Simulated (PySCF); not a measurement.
LDA on Tm (thulium, neutral), [Xe] 4f14 6s1, 2S determinant (an excited configuration). Calculation: PySCF 2.14, in x2c-TZVPPall; scalar relativity by spin-free X2C-1e.

```
cycle= 1 E= -13557.5898743597  delta_E= 0.224  |g|= 1.81  |ddm|= 0.825
cycle= 2 E= -13555.3318185478  delta_E= 2.26  |g|= 5.51  |ddm|= 1.72
cycle= 3 E= -13557.8657409009  delta_E= -2.53  |g|= 0.42  |ddm|= 1.23
cycle= 4 E= -13557.8851517039  delta_E= -0.0194  |g|= 0.15  |ddm|= 0.205
cycle= 5 E= -13557.887611232  delta_E= -0.00246  |g|= 0.00253  |ddm|= 0.0531
cycle= 6 E= -13557.8876126433  delta_E= -1.41e-06  |g|= 0.000286  |ddm|= 0.00301
cycle= 7 E= -13557.8876126502  delta_E= -6.87e-09  |g|= 1.26e-05  |ddm|= 8.79e-05
cycle= 8 E= -13557.8876126502  delta_E= -9.09e-12  |g|= 8.62e-07  |ddm|= 4.18e-06
converged SCF energy = -13557.8876126502  <S^2> = 0.7501675  2S+1 = 2.0001675
```

Highest occupied orbital energy: 5.164 eV; ⟨L²⟩ = 0.00; populations by l: s 11.00, p 24.00, d 20.00, f 14.00.

(1) Can this result be used?

## Answers

(1) Not for this state. The run converged. Spin-orbit coupling, which splits the p, d and f shells strongly at this Z, is absent. At LDA the highest occupied level has a positive energy, so only the finite basis holds that electron; for this excited configuration the basis is too tight for the outer shell.
